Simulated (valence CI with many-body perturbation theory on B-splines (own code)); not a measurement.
# Hyperfine factors and g values of Bi10+

Computed by relativistic CI+MBPT: five valence electrons over a frozen Dirac-Fock core [Xe] 4f14, a basis of 7 s, 7 p, 8 d, 6 f, 4 g, 1 h functions for each j, with the one-electron correlation potential Σ1 (screened to all orders), the two-electron term Σ2, the three-electron term Σ3, Breit, model QED; selected single and double excitations, second order for the rest, scaled by the run's own slope (own B-spline code, finite nucleus).

No measured levels were compared; by estimate terms of the open shell hold to 2 to 4 % of their energy, and close levels can change places. Among the levels kept, up to 880 cm⁻¹ of a level comes from second order outside the variational space, and about a tenth of that is noise between levels of different J, which matters for small intervals. Only levels of the ground parity were solved; by the run's estimate the other parity begins above the list, which can be wrong where configurations are misplaced.

A/g_I is the dipole constant over the nuclear g factor μ/I (μ in nuclear magnetons, uniformly magnetised nucleus), B/Q the quadrupole constant per barn. Both hold the static response of the core; the bare values leave it out. Large factors of s and p1/2 electrons are usually good to 5 to 10 %; those of open d and f shells near neutrality can be off by tens of per cent, and small factors of p3/2, d and f electrons come from cancelling terms and can be off by a factor of two or in sign, in half-filled shells by more. B is blank for J = 1/2, where it vanishes, and for nearly pure S terms. Energies count from the lowest level.

Levels are named by their leading jj configuration (3d3/2^4 stands for four electrons in 3d with j = 3/2), which in mixed levels can hold well under half, so a name can repeat and another be missing. Letters in brackets count levels of one name in rising energy.

```csv
Level,E (eV),g,A/g_I (MHz),A/g_I bare,B/Q (MHz/b),B/Q bare
(5d3/2^4 5d5/2) J=5/2,0.000,1.701,-1830,772,1460,1180
(5d3/2^3 5d5/2^2) J=5/2 [a],2.718,1.163,1000,1440,2700,2350
(5d3/2^3 5d5/2^2) J=7/2 [a],4.452,1.141,1570,2080,3960,3510
(5d3/2^3 5d5/2^2) J=3/2 [a],4.629,1.272,1280,2440,3230,2860
(5d3/2^3 5d5/2^2) J=11/2,4.828,1.160,1860,2570,-327,-407
(5d3/2^3 5d5/2^2) J=9/2,5.237,1.160,1660,2300,3510,3080
(5d3/2^3 5d5/2^2) J=5/2 [b],5.327,1.123,1720,2180,878,831
(5d3/2^3 5d5/2^2) J=1/2,5.684,1.770,-3200,-763,,
(5d3/2^3 5d5/2^2) J=7/2 [b],6.488,1.144,1930,2570,-2620,-2310
(5d3/2^2 5d5/2^3) J=5/2 [a],7.015,1.224,806,1520,-2.43,-40.4
(5d3/2^2 5d5/2^3) J=7/2 [a],7.699,1.202,1230,1980,-1650,-1470
(5d3/2^3 5d5/2^2) J=3/2 [b],7.923,0.812,4780,4480,-3210,-2860
(5d3/2^2 5d5/2^3) J=11/2,7.934,1.056,2370,2650,161,137
(5d3/2^2 5d5/2^3) J=9/2 [a],8.296,1.150,1670,2250,-703,-629
(5d3/2^2 5d5/2^3) J=1/2 [a],8.310,0.729,6160,5830,,
(5d3/2^2 5d5/2^3) J=3/2 [a],8.725,1.188,1490,2220,287,240
(5d3/2^2 5d5/2^3) J=13/2,8.797,1.076,2380,2780,-5.43,-4.33
(5d3/2^2 5d5/2^3) J=5/2 [b],9.053,1.010,2770,2920,-907,-750
(5d3/2^2 5d5/2^3) J=9/2 [b],10.016,1.111,2040,2520,380,351
(5d3/2^2 5d5/2^3) J=7/2 [b],10.236,0.995,3170,3370,-183,-120
(5d3/2^2 5d5/2^3) J=5/2 [c],10.382,1.034,2660,2910,886,749
(5d3/2^2 5d5/2^3) J=3/2 [b],10.969,0.803,4680,4270,360,351
(5d3/2^2 5d5/2^3) J=7/2 [c],11.380,1.066,2620,3050,797,695
(5d3/2^2 5d5/2^3) J=1/2 [b],11.412,1.881,-3700,-804,,
(5d3/2 5d5/2^4) J=5/2 [a],11.587,1.220,642,1290,-2090,-1860
(5d3/2^2 5d5/2^3) J=9/2 [c],12.416,1.102,2090,2540,2450,2290
(5d3/2 5d5/2^4) J=7/2 [a],12.774,1.195,1240,1940,-5400,-4810
(5d3/2 5d5/2^4) J=11/2,13.231,1.069,2360,2710,158,268
(5d3/2 5d5/2^4) J=3/2 [a],13.471,0.881,3340,2910,-3390,-3020
(5d3/2 5d5/2^4) J=5/2 [b],14.339,1.131,1780,2300,2680,2450
(5d3/2 5d5/2^4) J=9/2,14.576,1.111,1970,2430,-5630,-5040
(5d3/2^2 5d5/2^3) J=3/2 [c],15.096,1.222,1310,2210,-2320,-2060
(5d3/2^2 5d5/2^3) J=5/2 [d],15.097,1.102,1830,2200,-994,-846
(5d3/2 5d5/2^4) J=7/2 [b],15.446,0.965,3150,3160,5090,4510
(5d3/2 5d5/2^4) J=1/2,17.084,0.954,644,-281,,
(5d5/2^5) J=5/2,18.946,1.173,1320,1910,-4630,-4120
(5d3/2 5d5/2^4) J=3/2 [b],19.166,0.883,4510,4480,5060,4520
(5d3/2^4 6s) J=1/2,39.374,2.668,107000,101000,,
(5d3/2^3 5d5/2 6s) J=3/2 [a],41.535,1.798,32500,31200,1700,1480
(5d3/2^3 5d5/2 6s) J=5/2 [a],42.858,1.571,19600,19300,2420,2100
```

(1) Take the isotope of mass number 207, with I = 9/2, μ = 4.0729 μN, leaving out the quadrupole term. What is the hyperfine structure of (5d3/2^3 5d5/2^2) J=5/2 [b]?

Answers

(1) From the table A = 1560 MHz. Shifts from the centre of gravity in MHz: F = 2: -21400, F = 3: -16800, F = 4: -10500, F = 5: -2730, F = 6: 6630, F = 7: 17600.
